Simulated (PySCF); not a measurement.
Can point charges reproduce the dipole moment of `ClC[SiH2]CC1(Cl)CC1`?

Coordinates (GFN2-xTB, Å) and charges (e) from the PBE0/pcSseg-1 density (PySCF):

| atom | x | y | z | Mulliken | IAO | Hirshfeld | ESP-fitted |
| --- | --- | --- | --- | --- | --- | --- | --- |
| Cl1 | 2.305 | 1.676 | -0.616 | -0.1747 | -0.1094 | -0.0558 | -0.1279 |
| C2 | 1.844 | 0.922 | 0.935 | -0.5016 | -0.5245 | -0.1256 | -0.4973 |
| Si3 | 1.557 | -0.948 | 0.655 | +0.6875 | +0.7644 | +0.3233 | +0.5151 |
| C4 | 0.093 | -1.145 | -0.555 | -0.3671 | -0.5369 | -0.1625 | -0.6132 |
| C5 | -1.108 | -0.326 | -0.170 | -0.4300 | +0.0300 | +0.0343 | +0.1877 |
| Cl6 | -1.627 | -0.672 | 1.487 | -0.0887 | -0.1016 | -0.0368 | -0.1273 |
| C7 | -2.187 | 0.007 | -1.153 | -0.1129 | -0.2922 | -0.0927 | -0.3851 |
| C8 | -1.275 | 1.084 | -0.633 | -0.1362 | -0.2974 | -0.0956 | -0.2252 |
| H9 | 0.957 | 1.444 | 1.283 | +0.1881 | +0.1730 | +0.0428 | +0.1887 |
| H10 | 2.657 | 1.119 | 1.629 | +0.1812 | +0.1724 | +0.0487 | +0.2289 |
| H11 | 2.756 | -1.507 | 0.029 | -0.0618 | -0.1168 | -0.0784 | -0.0969 |
| H12 | 1.297 | -1.563 | 1.957 | -0.0518 | -0.1141 | -0.0796 | -0.0905 |
| H13 | -0.192 | -2.198 | -0.604 | +0.1573 | +0.1577 | +0.0414 | +0.1969 |
| H14 | 0.398 | -0.853 | -1.561 | +0.1432 | +0.1591 | +0.0464 | +0.2257 |
| H15 | -3.211 | 0.002 | -0.813 | +0.1436 | +0.1629 | +0.0493 | +0.1632 |
| H16 | -2.062 | -0.332 | -2.171 | +0.1325 | +0.1534 | +0.0530 | +0.1764 |
| H17 | -0.522 | 1.490 | -1.292 | +0.1498 | +0.1594 | +0.0394 | +0.1459 |
| H18 | -1.689 | 1.806 | 0.054 | +0.1414 | +0.1607 | +0.0487 | +0.1349 |

Problem. What dipole does each set of charges give (1 e·Å = 4.803 D), and what does the density give?

Solution. The full density gives (-0.37, -0.41, -0.36) D, 0.66 D in size; dipole vectors point from the negative to the positive end.

```tsv
scheme	μx	μy	μz	size (D)	share of the full size (%)	angle to the full dipole (°)
Mulliken	0.72	-1.54	-0.12	1.70	256	69
IAO	0.31	-1.20	0.07	1.25	188	65
Hirshfeld	-0.16	-0.30	0.01	0.34	52	37
ESP-fitted	-0.36	-0.42	-0.37	0.66	100	2
```

Problem. Which set comes closest?

Solution. Length of the difference vector: ESP-fitted 0.02 D, Hirshfeld 0.44 D, IAO 1.13 D, Mulliken 1.59 D. Closest: ESP-fitted. The schemes that divide the density aren't constrained to reproduce the dipole.

Problem. What is left for the Hirshfeld atoms' own dipoles?

Solution. The shares of the density sum to the whole, so what Σ q r misses lies in dipoles about the nuclei. The atomic dipoles sum to (-0.37, -0.41, -0.36) − (-0.16, -0.30, 0.01) = (-0.21, -0.11, -0.37) D, 0.44 D in size.

Problem. With the origin at the mean of the coordinates, (0.000, 0.000, -0.085) Å, which are the largest single terms, by size, of the Mulliken dipole along the direction of the full one?

Solution. C2 +5.23, H10 -2.72, Si3 -2.32, H9 -1.97, C5 -1.80 D; all 18 atoms together +0.61 D. The single terms depend on the origin, their sum doesn't.

Problem. Give the size of the full dipole in other units.

Solution. 0.66 D = 0.261 au = 0.138 e·Å = 2.21 × 10⁻³⁰ C·m.

The structure is a single GFN2-xTB conformer in the gas phase; no vibrational or solvent corrections.

These values come from a run that also computed NMR shieldings. On one thread of an Arm Neoverse N1, shared host with 64 logical CPUs at a one-minute load of 63, this took 73 s wall and 0.86 GiB of memory at its peak.

The values belong to the conformer `[Cl:1][CH2:2][SiH2:3][CH2:4][C:5]1([Cl:6])[CH2:7][CH2:8]1`: Cl1–C2–Si3–C4 -63°, C2–Si3–C4–C5 -49°, Si3–C4–C5–Cl6 -55°.
